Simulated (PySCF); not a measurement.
**Excitation energy of Ga⁺ by level of theory**

Ga⁺ [Ar] 3d10 4s2 (1S) → Ga⁺ [Ar] 3d9 4s2 5s1 (3D), as a difference of total energies. Computed with PySCF 2.14 in aug-cc-pVTZ-PP with ECP10MDF, with a scalar-relativistic core potential. The calculations carry no spin-orbit coupling.

```json
{"method": "UHF", "excitation energy (eV)": "27.413"}
{"method": "LDA", "excitation energy (eV)": "30.091"}
{"method": "PBE", "excitation energy (eV)": "29.581"}
{"method": "PBE0", "excitation energy (eV)": "29.321"}
{"method": "r2SCAN", "excitation energy (eV)": "29.398"}
{"method": "r2SCANh", "excitation energy (eV)": "29.316"}
{"method": "wB97X-V", "excitation energy (eV)": "29.611"}
{"method": "M06-2X", "excitation energy (eV)": "29.468"}
{"method": "BP86", "excitation energy (eV)": "29.627"}
```

The upper state lies above the first ionisation limit, where it may autoionise and the basis confines it. A Rydberg-like electron needs more diffuse functions than a valence basis has.

The promoted electron is Rydberg-like, and one or two diffuse shells describe it only roughly, which tends to raise the upper state.
